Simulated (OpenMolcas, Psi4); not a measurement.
How methods differ on Ge2H6 (digermane)

Ge2H6 has 8 atoms, charge 0, and is taken as a singlet. As SMILES, `[GeH3][GeH3]`. Geometry: relaxed at PBE0-D4/def2-TZVP.

```xyz
8

Ge   -0.5692    0.2819   -1.0299
Ge    0.5692   -0.2819    1.0299
H    -0.3605   -0.8252   -2.0758
H    -2.0775    0.4423   -0.7801
H    -0.0232    1.6020   -1.5979
H     0.3674    0.8291    2.0731
H     2.0763   -0.4505    0.7785
H     0.0175   -1.5977    1.6022
```

Each level gives the vertical ionisation energy (to the doublet cation) (eV). The values are calculated.

```tsv
level	kind	program	value (eV)	less CCSD(T)/6-31G*	CPU time (all runs)
HF/6-31G* (spherical functions)	Hartree–Fock	OpenMolcas	9.61	-1.83	24 s
SVWN5/6-31G* (spherical functions)	LDA	OpenMolcas	10.21	-1.23	56 s
PBE/6-31G* (spherical functions)	GGA	OpenMolcas	10.07	-1.37	73 s
M06-L/6-31G* (spherical functions)	meta-GGA	OpenMolcas	9.99	-1.45	1.7 min
M06-2X/6-31G* (spherical functions)	hybrid meta-GGA	OpenMolcas	10.22	-1.22	1.8 min
B3LYP/6-31G* (Cartesian functions)	global hybrid	OpenMolcas	10.23	-1.21	85 s
MP2/6-31G* (spherical functions)	perturbation theory	Psi4	11.58	+0.14	32 s
CCSD(T)/6-31G* (spherical functions)	coupled cluster or CI	Psi4	11.44	0.00	4.1 min
```

CCSD(T)/6-31G* (spherical functions) is the highest level here, not the true value. All-electron rows without a relativistic Hamiltonian named are non-relativistic. The values span 9.61 to 11.58 eV. In the correlated wave-function rows the outer d shell of Ge is correlated, in sets not made for it. CPU times are rough (shared hosts, several kinds of processor): they show what a rung costs within a factor of a few.
